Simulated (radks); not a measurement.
Q: The table gives one normalised radial function P(r) = r R(r) of Ru11+ in [Ar] 3d10 4s2 4p3 (r in bohr). Calculated with a radial shooting solver on a logarithmic mesh with Libxc functionals: scalar-relativistic Kohn-Sham, PBE, spin-unpolarised, spherical densities, finite nucleus; Fermi nuclear charge, rms radius 4.4809 fm.

r             P
0.003129  0.0258
0.004557  0.0505
0.006637  0.0983
0.009666  0.1888
0.01408   0.3538
0.0205    0.6381
0.02986   1.0859
0.04349   1.6974
0.06335   2.3483
0.09226   2.7303
0.1355    2.4691
0.1973    1.5765
0.2873    0.6214
0.4185    0.1251
0.6095    0.0098
0.8877    0.0002
1.293     0.0000
1.883     0.0000
2.743     0.0000

Which n and l does it have? It may be an empty orbital.

A: n = 2, l = 1: the number of nodes gives n - l - 1 = 0, the rise at small r (about r^(l+1), flatter next to the nucleus through relativity) gives l, and the extent must fit the shell. The curve is that of 2p. 2p: eigenvalue -3049.3 eV, 0 radial nodes, <r> = 0.127 bohr, 90 % of the charge inside 0.207 bohr.
